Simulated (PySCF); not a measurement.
Compound: C7H14OSi.
Atom-mapped SMILES: `[CH2:1]1[CH2:2][SiH:3]([CH:4]2[CH2:5][CH2:6]2)[CH2:7][CH2:8][O:9]1` (hydrogens: H10, H11 on C1; H12, H13 on C2; H14 on Si3; H15 on C4; H16, H17 on C5; H18, H19 on C6; H20, H21 on C7; H22, H23 on C8)

Method used: PySCF 2.14.0, PBE0-D3(BJ)/def2-SVP geometry optimisation, gas phase.

Q: List the bond lengths, angles and torsions at this level.

A: 
```json
{"bond": "C1–C2, C7–C8", "length (Å)": "1.531"}
{"bond": "C2–Si3, Si3–C7", "length (Å)": "1.887"}
{"bond": "Si3–C4", "length (Å)": "1.864"}
{"bond": "C4–C5, C4–C6", "length (Å)": "1.511"}
{"bond": "C5–C6", "length (Å)": "1.492"}
{"bond": "C1–O9, C8–O9", "length (Å)": "1.404"}
{"bond": "C1–H10, C8–H23", "length (Å)": "1.111"}
{"bond": "C1–H11, C8–H22", "length (Å)": "1.102"}
{"bond": "C2–H12, C7–H20", "length (Å)": "1.104"}
{"bond": "C2–H13, C7–H21", "length (Å)": "1.102"}
{"bond": "Si3–H14", "length (Å)": "1.503"}
{"bond": "C4–H15", "length (Å)": "1.097"}
{"bond": "C5–H16, C6–H19", "length (Å)": "1.093"}
{"bond": "C5–H17, C6–H18", "length (Å)": "1.095"}
```

Bonds in one row agree within 0.01 Å and their mean is given. A selection of angles:
```json
{"angle": "C2–C1–O9", "degrees": "113.4"}
{"angle": "C1–C2–Si3", "degrees": "109.9"}
{"angle": "C2–Si3–C4", "degrees": "114.0"}
{"angle": "C2–Si3–C7", "degrees": "102.5"}
{"angle": "Si3–C4–C5", "degrees": "120.3"}
{"angle": "C5–C4–C6", "degrees": "59.2"}
{"angle": "C4–C5–C6", "degrees": "60.4"}
{"angle": "C1–O9–C8", "degrees": "115.1"}
```

Torsions: O9–C1–C2–Si3 -55° (synclinal); C1–C2–Si3–C4 163° (antiperiplanar); C2–Si3–C4–C5 155° (antiperiplanar); Si3–C4–C5–C6 -109° (anticlinal); C2–Si3–C7–C8 -40° (synclinal); Si3–C7–C8–O9 55° (synclinal); C7–C8–O9–C1 -73° (synclinal); C2–C1–O9–C8 73° (synclinal); Si3–C4–C6–C5 109° (anticlinal).

The 6-membered ring C1–C2–Si3–C7–C8–O9 has internal angles of 102.5° to 115.1°; it is puckered, 0.23 Å rms from its mean plane, widest ring torsion 73°. The 5 C–C bonds span 1.492 Å (C5–C6, drawn single) to 1.531 Å (C7–C8, drawn single), a spread of 0.039 Å. Si3 (SiH silicon) is distorted tetrahedral (angles from 102.5° to 114.0°). Of the pairs four or more bonds apart, H10···H23 is among the closest relative to their van der Waals radii: 2.30 Å, 96 % of the sum of Bondi's values. The C–Si distances run from 1.864 Å (Si3–C4, drawn single) to 1.887 Å (C2–Si3, drawn single), a spread of 0.023 Å. The 3-membered ring C4–C5–C6 has internal angles of 59.2° to 60.4°.

Point group: Cs (every atom within 0.08 Å of its image). PBE0-D3(BJ)/def2-SVP frequencies: not computed here. The numbers are those of one conformer.

The run took 2.2 min wall on an Intel Xeon Platinum 8488C with one thread, no GPU, on a shared host, and the process peaked at 0.88 GiB of memory. These figures are those of the optimisation.
